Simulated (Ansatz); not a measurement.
Geometry optimisation, Ansatz, RKS PBE/def2-SVP.

input.yaml

```yaml
crystal:
  periodic: [false, false, false]
  atoms:
    - { symbol: W, position_ang: [0.0, 0.0, 0.0] }
    - { symbol: O, position_ang: [0.0, 0.0, 1.94] }
    - { symbol: H, position_ang: [-0.9095, -0.2814, 2.2771] }
    - { symbol: F, position_ang: [1.85, 0.0, 0.0] }
    - { symbol: Cl, position_ang: [0.0, 2.39, 0.0] }
    - { symbol: Cl, position_ang: [-2.39, 0.0, 0.0] }
    - { symbol: F, position_ang: [0.0, -1.85, 0.0] }
    - { symbol: F, position_ang: [0.0, 0.0, -1.85] }
basis:
  gaussian: { orbitals: def2-SVP }
hamiltonian:
  xc: pbe
relax:
  f_tol: 0.02
  max_steps: 40
```

Run as:

```bash
$ ansatz run input.yaml --threads 2 --pin off --max-ram 3072MiB --backend cpu --events-out ev --progress --plain --runs-dir out
```

Question: Where does it end, and by what steps?

Answer: The run converged. The force dipped under the threshold on the way, but the program's further checks kept it going. After 18 steps the energy has fallen by 0.366 eV; H3 moved furthest, 0.63 Å.

```csv
step,energy less start (eV),largest force component (eV/Å),accepted
0,0.0000,2.266,yes
1,-0.2130,0.983,yes
2,-0.2837,0.558,yes
3,-0.3208,0.583,yes
4,-0.3320,0.497,yes
5,-0.3541,0.151,yes
6,-0.3569,0.332,yes
7,-0.3581,0.425,yes
8,-0.3635,0.213,yes
9,-0.3182,2.027,no
10,-0.3644,0.115,yes
11,-0.3654,0.014,yes
12,-0.3652,0.248,no
13,-0.3656,0.071,yes
14,-0.3655,0.095,no
15,-0.3657,0.042,yes
16,-0.3659,0.004,yes
17,-0.3659,0.052,yes
18,-0.3659,0.020,yes
```

```xyz
8
Properties=species:S:1:pos:R:3
W -0.087 0.017 -0.007
O -0.261 -0.067 1.831
H -0.536 -0.137 2.759
F 1.791 -0.030 0.079
Cl -0.008 2.330 -0.006
Cl -2.390 -0.048 -0.277
F -0.009 -1.860 -0.138
F 0.051 0.053 -1.873
```

Whether the end is a true minimum wasn't checked by a vibrational analysis.

The run took 80 s on 2 threads of Arm Neoverse V1, with other jobs on the host, peak memory 0.19 GiB.
